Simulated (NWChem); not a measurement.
Species: C₃H₇NSi; SMILES N[C@H]1C=C[SiH2]1

```xyz
12

N      0.3354    -1.9931     0.2467
C     -0.0177    -0.7758    -0.4649
C     -1.2972    -0.0166    -0.0851
C     -0.9682     1.2712     0.2112
Si     0.8579     0.8969    -0.0068
H     -0.3364    -2.7446     0.0368
H      0.2839    -1.8409     1.2625
H      0.0156    -0.9780    -1.5593
H     -2.3075    -0.4784    -0.0563
H     -1.6537     2.0873     0.4836
H      1.6747     1.6472    -1.0319
H      1.6639     0.8302     1.2665
```
Atoms are numbered in this order, from 1.

Program: NWChem. Structure relaxed at the PBE-D3(BJ)/def2-SVP level. No frequency run checked for a minimum. B3LYP is NWChem's, with the RPA form of VWN correlation. Total energies compare along this basis series because the functional is fixed.

```csv
level,basis functions,energy (Ha),highest occupied level (eV),orbital gap (eV),dipole (D),relative time
B3LYP/def2-SVP,109,-462.5167,-6.24,5.87,1.49,1
B3LYP/def2-SVPD,160,-462.5344,-6.56,5.90,1.51,3
B3LYP/def2-TZVP,203,-462.8154,-6.51,5.90,1.57,4
B3LYP/def2-TZVPP,264,-462.8189,-6.52,5.90,1.52,20
```

Times are rough ratios from one shared machine.
